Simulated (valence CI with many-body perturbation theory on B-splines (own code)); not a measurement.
The numbers below are computed, except where a source is named.
Hyperfine factors and g values of Hg74+

Method: relativistic CI+MBPT: four valence electrons over a frozen Dirac-Fock core [He], radial functions for each j: 11 s, 11 p, 10 d, 8 f, 5 g, 2 h, with the one-electron correlation potential Σ1 (screened to all orders), the two-electron term Σ2, the three-electron term Σ3, Breit, model QED; selected single and double excitations, second order for the rest, scaled by the run's own slope (own B-spline code, finite nucleus).

The last digits are not significant, and no measured levels were compared; by estimate large intervals hold to a few tenths of a per cent, small ones and those within an open d or f shell to about a per cent. Among the levels kept, up to 1400 cm⁻¹ of a level comes from second order outside the variational space, and about a tenth of that is noise between levels of different J, which matters for small intervals.

A/g_I is the dipole constant over the nuclear g factor μ/I (μ in nuclear magnetons, uniformly magnetised nucleus), B/Q the quadrupole constant per barn. Both hold the static response of the core; the bare values leave it out. Large factors of s and p1/2 electrons are usually good to 5 to 10 %; those of open d and f shells near neutrality can be off by tens of per cent, and small factors of p3/2, d and f electrons come from cancelling terms and can be off by a factor of two or in sign, in half-filled shells by more. B is blank for J = 1/2, where it vanishes, and for nearly pure S terms. Energies count from the lowest level. Levels with J = 0 are left out.

Levels are named by their leading jj configuration (3d3/2^4 stands for four electrons in 3d with j = 3/2), which in mixed levels can hold well under half, so a name can repeat and another be missing. Letters in brackets count levels of one name in rising energy.

| Level | E (Ry) | g | A/g_I (MHz) | A/g_I bare | B/Q (MHz/b) | B/Q bare |
| --- | --- | --- | --- | --- | --- | --- |
| (2s^2 2p1/2 2p3/2) J=1 | 149.4 | 1.463 | -1420000 | -1380000 | 1090000 | 1090000 |
| (2s^2 2p1/2 2p3/2) J=2 | 150.8 | 1.125 | 3590000 | 3600000 | 2090000 | 2090000 |
| (2s 2p1/2^2 2p3/2) J=2 | 174.8 | 1.477 | 9100000 | 9040000 | 2120000 | 2120000 |
| (2s 2p1/2^2 2p3/2) J=1 | 182.0 | 1.111 | -6970000 | -6850000 | 1200000 | 1200000 |
| (2s^2 2p3/2^2) J=2 | 302.4 | 1.286 | 1100000 | 1120000 | 88400 | 88500 |
| (2s 2p1/2 2p3/2^2) J=2 [a] | 321.9 | 1.541 | 6370000 | 6340000 | 262000 | 262000 |
| (2s 2p1/2 2p3/2^2) J=3 | 325.3 | 1.286 | 8140000 | 8090000 | -6570 | -6610 |
| (2s 2p1/2 2p3/2^2) J=1 [a] | 332.5 | 1.295 | -8720000 | -8580000 | -526000 | -527000 |
| (2s 2p1/2 2p3/2^2) J=2 [b] | 333.1 | 1.037 | -696000 | -634000 | -183000 | -183000 |
| (2s 2p1/2 2p3/2^2) J=1 [b] | 333.5 | 1.280 | 2.14e+07 | 2.12e+07 | 310000 | 310000 |
| (2p1/2^2 2p3/2^2) J=2 | 359.9 | 1.296 | 1030000 | 1080000 | 85200 | 85300 |
| (2s 2p3/2^3) J=2 | 479.8 | 1.433 | 9200000 | 9140000 | -2220000 | -2220000 |
| (2s 2p3/2^3) J=1 | 486.9 | 1.143 | -7050000 | -6920000 | -981000 | -983000 |
| (2p1/2 2p3/2^3) J=1 | 510.8 | 1.463 | -1490000 | -1420000 | -1090000 | -1090000 |
| (2p1/2 2p3/2^3) J=2 | 512.1 | 1.115 | 3580000 | 3590000 | -2260000 | -2270000 |
| (2s^2 2p1/2 3s) J=1 | 921.5 | 1.293 | 1.05e+07 | 1.04e+07 | -16200 | -16200 |
| (2s^2 2p1/2 3p1/2) J=1 | 928.6 | 0.625 | 7290000 | 7260000 | -3810 | -3820 |
| (2s 2p1/2^2 3s) J=1 | 944.6 | 1.987 | 2.15e+07 | 2.13e+07 | 5860 | 5870 |
| (2s 2p1/2^2 3p1/2) J=1 | 952.7 | 1.322 | 1.83e+07 | 1.82e+07 | -6730 | -6740 |
| (2s^2 2p1/2 3p3/2) J=2 | 974.6 | 1.139 | 3040000 | 3030000 | 660000 | 661000 |
| (2s^2 2p1/2 3p3/2) J=1 | 974.7 | 1.494 | -2310000 | -2290000 | 333000 | 333000 |
| (2s^2 2p1/2 3d3/2) J=2 | 979.9 | 0.737 | 2950000 | 2940000 | 133000 | 134000 |
| (2s^2 2p1/2 3d3/2) J=1 | 981.9 | 0.825 | -2540000 | -2530000 | 59100 | 59500 |
| (2s^2 2p1/2 3d5/2) J=2 | 992.3 | 1.283 | -1490000 | -1490000 | 133000 | 134000 |
| (2s^2 2p1/2 3d5/2) J=3 | 992.7 | 1.088 | 1930000 | 1920000 | 126000 | 127000 |
| (2s 2p1/2^2 3p3/2) J=2 | 998.2 | 1.482 | 8300000 | 8230000 | 639000 | 639000 |
| (2s 2p1/2^2 3p3/2) J=1 | 998.6 | 1.142 | -7950000 | -7860000 | 338000 | 338000 |
| (2s 2p1/2^2 3d3/2) J=1 | 1003.4 | 0.474 | -8130000 | -8050000 | 59300 | 59700 |
| (2s 2p1/2^2 3d3/2) J=2 | 1003.8 | 1.096 | 8430000 | 8350000 | 115000 | 116000 |
| (2s 2p1/2^2 3d5/2) J=3 | 1015.5 | 1.320 | 5640000 | 5580000 | 119000 | 120000 |
| (2s 2p1/2^2 3d5/2) J=2 | 1016.9 | 1.037 | -5420000 | -5360000 | 98600 | 99400 |

(1) Take the isotope of mass number 199, with I = 1/2, μ = 0.5039 μN. What is the hyperfine structure of (2s^2 2p3/2^2) J=2?

Answers

(1) From the table A = 1110000 MHz. Shifts from the centre of gravity in MHz: F = 3/2: -1660000, F = 5/2: 1110000.
